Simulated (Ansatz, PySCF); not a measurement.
Gas-phase reaction (SMILES): CC[Si](Br)(Br)Br [tribromo(ethyl)silane] + Cl (HCl) → Cl[Si](Br)(Br)Br [tribromo(chloro)silane] + CC (C2H6) [ethane]; hydrogen chloride cleaves one Si-C bond, a model of a ligand-exchange step.

Each molecule is optimised on its own at B3LYP-D3(BJ)/def2-TZVP (Ansatz, an electronic-structure program), one conformer each, not searched for the lowest. Correlated levels leave the core frozen unless marked. No spin-orbit coupling. Frozen are the shells of the preceding noble gas and the d and f shells that filled before the atom's block. No relativistic terms. CBS(X,Y): correlation extrapolated as X^-3; Hartree-Fock from the larger set. [CCSD(T)-MP2]/basis is that difference in the basis named. Thermal terms are rigid-rotor harmonic-oscillator values from B3LYP-D3(BJ) frequencies (Ansatz or PySCF) at 298.15 K and 1 atm. 1 Eh = 627.5095 kcal/mol.

| species | E, RI-MP2/CBS(def2-TZVPPD,def2-QZVPPD)+[CCSD(T)-MP2]/def2-TZVPPD (Ansatz) (Eh) | E, PBE/def2-TZVPD (Ansatz) (Eh) | H - E (Eh) |
|---|---|---|---|
| CC[Si](Br)(Br)Br | -8086.40467 | -8089.96677 | 0.08005 |
| Cl (HCl) | -460.37863 | -460.62833 | 0.01000 |
| Cl[Si](Br)(Br)Br | -8467.09253 | -8470.89326 | 0.01391 |
| CC (C2H6) | -79.71825 | -79.73096 | 0.07887 |

Work out ΔE and ΔH at 298.15 K at the first level, then ΔH at the second.


1. ΔE = [(-8467.09253) + (-79.71825)] - [(-8086.40467) + (-460.37863)] = -0.02748 Eh = -17.2 kcal/mol at RI-MP2/CBS(def2-TZVPPD,def2-QZVPPD)+[CCSD(T)-MP2]/def2-TZVPPD.
2. The terms H - E add up to 0.00273 Eh, so ΔH = (-0.02748 + (0.00273))×627.5095 = -15.5 kcal/mol.
3. At PBE/def2-TZVPD the same steps give ΔE = -18.3 and ΔH = -16.6 kcal/mol, a shift of -1.1 from the first level.
4. These values are not checked against measurement here, since the tables used lack a sound gas-phase enthalpy of formation for at least one species.
